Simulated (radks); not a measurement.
Results of a calculation; reference values are marked as such.
The nuclear charge of the cerium ion Ce2+ is varied continuously with 56 electrons held in [Xe] 4f2. Level of theory: scalar-relativistic Kohn-Sham, PBE, spin-polarised, spherical densities, finite nucleus; open shells are filled with parallel spins first (spin-orbit coupling, left out, can overturn this in heavy ions); Fermi nuclear charge, rms radius 4.8771 fm (a radial shooting solver on a logarithmic mesh with Libxc functionals). By the Hellmann-Feynman theorem dE/dZ = E(electron-nucleus)/Z, the electronic potential at the nucleus (averaged over a nucleus of fixed radius). The scalar-relativistic energy here is not variational (the density holds large components alone), so the two differ by a part that grows with Z.

Z      E (hartree)  E(electron-nucleus)/Z (hartree)  HOMO  e(HOMO) (eV)  <r> HOMO (bohr)
57      -8492.5473                         -360.720    4f        -2.459            2.290
57.25   -8583.4214                         -363.014    4f        -4.081            1.705
57.5    -8674.8713                         -365.278    4f        -6.645            1.442
57.75   -8766.8917                         -367.526    4f        -9.832            1.301
58      -8859.4799                         -369.768    4f       -13.425            1.209
58.25   -8952.6348                         -372.007    4f       -17.323            1.141
58.5    -9046.3561                         -374.244    4f       -21.473            1.088
58.75   -9140.6437                         -376.482    4f       -25.844            1.044
59      -9235.4980                         -378.721    4f       -30.417            1.007

The central difference of E at Z = 58 is -371.486 hartree, to compare with the third column; the second derivative is -9.07 hartree.
